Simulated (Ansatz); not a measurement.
Ansatz (a program for electronic structure) input file for BeI2, SMILES [I][Be][I], B3LYP-D3(BJ)/def2-TZVP. 

Ansatz 0.2 input:
```yaml
crystal:
  periodic: [false, false, false]
  atoms:
    - {symbol: Be, position_ang: [0.00000000, 0.00000000, 0.00000000]}
    - {symbol: I, position_ang: [0.00000000, 0.00000000, -2.20022233]}
    - {symbol: I, position_ang: [0.00000000, 0.00000000, 2.20022233]}
basis:
  gaussian:
    orbitals: def2-TZVP
hamiltonian:
  xc: b3lyp
  dispersion: d3bj
relax: {f_tol: 0.002, max_steps: 200}
```

Log of the run:

```
WARN ansatz: RAYON_NUM_THREADS=1 ignored (pool sized by the plan → 1); use --threads N
Functional definition: B3LYP
integrals: 0.04 GiB planned
963 factors; their error is unknown
mean field: 0.39 GiB planned
mean field evaluation 1: about -16611.1675 eV, gradient 9.3e0 eV
mean field evaluation 2: about -16611.0794 eV, gradient 1.2e1 eV
mean field evaluation 4: about -16611.4899 eV, gradient 8.3e-1 eV
mean field evaluation 8: about -16611.9334 eV, gradient 8.7e-2 eV
mean field -16611.93339858 eV, -610.4772924251 hartree, gradient 1.2e-5 eV, S^2 0.000000; 0 other end points of the search recorded, 0 dependent functions left out
the calculation of the forces begins
reference -16611.93360385 eV, -610.4772999685 hartree; 27, 27 occupied and 92, 92 virtual orbitals, 963 factors
relax step   1: F+E_penalty+E_count = -16612.11332272 eV  Δ(F+E_penalty+E_count) = +0.000e0 eV  max|allowed force component| = 4.214e-1 eV/Å  Δτ_max = 0.0000 Å  (26 SCF iters, accepted)
these checks for a lower state are left out or cut short: starts, cluster_reference, orbital_swaps, neighbouring_geometries, increment
integrals: 0.04 GiB planned
963 factors; their error is unknown
mean field: 0.39 GiB planned
mean field evaluation 16: about -16611.4998 eV, gradient 2.6e-2 eV
mean field -16611.94132080 eV, -610.4775835613 hartree, gradient 8.6e-6 eV, S^2 0.000000; 0 other end points of the search recorded, 0 dependent functions left out
the calculation of the forces begins
reference -16611.94152491 eV, -610.4775910622 hartree; 27, 27 occupied and 92, 92 virtual orbitals, 963 factors
relax step   2: F+E_penalty+E_count = -16612.12614766 eV  Δ(F+E_penalty+E_count) = -1.282e-2 eV  max|allowed force component| = 1.686e-1 eV/Å  Δτ_max = 0.0474 Å  (32 SCF iters, accepted)
these checks for a lower state are left out or cut short: starts, cluster_reference, orbital_swaps, neighbouring_geometries, increment
integrals: 0.04 GiB planned
963 factors; their error is unknown
mean field: 0.39 GiB planned
mean field -16611.94472395 eV, -610.4777086247 hartree, gradient 7.7e-6 eV, S^2 0.000000; 0 other end points of the search recorded, 0 dependent functions left out
the calculation of the forces begins
reference -16611.94492837 eV, -610.4777161369 hartree; 27, 27 occupied and 92, 92 virtual orbitals, 963 factors
relax step   3: F+E_penalty+E_count = -16612.12827125 eV  Δ(F+E_penalty+E_count) = -2.124e-3 eV  max|allowed force component| = 5.154e-3 eV/Å  Δτ_max = 0.0123 Å  (32 SCF iters, accepted)
these checks for a lower state are left out or cut short: starts, cluster_reference, orbital_swaps, neighbouring_geometries, increment
integrals: 0.04 GiB planned
963 factors; their error is unknown
mean field: 0.39 GiB planned
mean field evaluation 32: about -16611.5029 eV, gradient 4.3e-4 eV
mean field -16611.94480565 eV, -610.4777116269 hartree, gradient 7.7e-6 eV, S^2 0.000000; 0 other end points of the search recorded, 0 dependent functions left out
the calculation of the forces begins
reference -16611.94501008 eV, -610.4777191398 hartree; 27, 27 occupied and 92, 92 virtual orbitals, 963 factors
relax step   4: F+E_penalty+E_count = -16612.12827134 eV  Δ(F+E_penalty+E_count) = -9.053e-8 eV  max|allowed force component| = 5.034e-3 eV/Å  Δτ_max = 0.0008 Å  (31 SCF iters, accepted)
these checks for a lower state are left out or cut short: starts, cluster_reference, orbital_swaps, neighbouring_geometries, increment
integrals: 0.04 GiB planned
963 factors; their error is unknown
mean field: 0.39 GiB planned
mean field -16611.94476722 eV, -610.4777102146 hartree, gradient 7.7e-6 eV, S^2 0.000000; 0 other end points of the search recorded, 0 dependent functions left out
the calculation of the forces begins
reference -16611.94497164 eV, -610.4777177272 hartree; 27, 27 occupied and 92, 92 virtual orbitals, 963 factors
relax step   5: F+E_penalty+E_count = -16612.12827330 eV  Δ(F+E_penalty+E_count) = -1.958e-6 eV  max|allowed force component| = 4.733e-6 eV/Å  Δτ_max = 0.0004 Å  (31 SCF iters, accepted)
integrals: 0.04 GiB planned
963 factors; their error is unknown
mean field: 0.39 GiB planned
mean field evaluation 64: about -16611.9448 eV, gradient 1.3e-4 eV
mean field -16611.94476722 eV, -610.4777102146 hartree, gradient 7.7e-6 eV, S^2 0.000000; 1 other end points of the search recorded, 0 dependent functions left out
the calculation of the forces begins
reference -16611.94497164 eV, -610.4777177272 hartree; 27, 27 occupied and 92, 92 virtual orbitals, 963 factors
Total energy: -16612.12847773 eV, -610.4844614513 hartree
Atom 0 at    -0.000000     0.000000    -0.000000 Å, force     0.000000     0.000000    -0.000000 eV/Å
Atom 1 at     0.000000    -0.000000    -2.165510 Å, force    -0.000000    -0.000000    -0.000005 eV/Å
Atom 2 at     0.000000    -0.000000     2.165510 Å, force    -0.000000    -0.000000     0.000005 eV/Å
Dipole moment:     0.000000    -0.000000     0.000000 e Å
```

Self-consistency was reached.
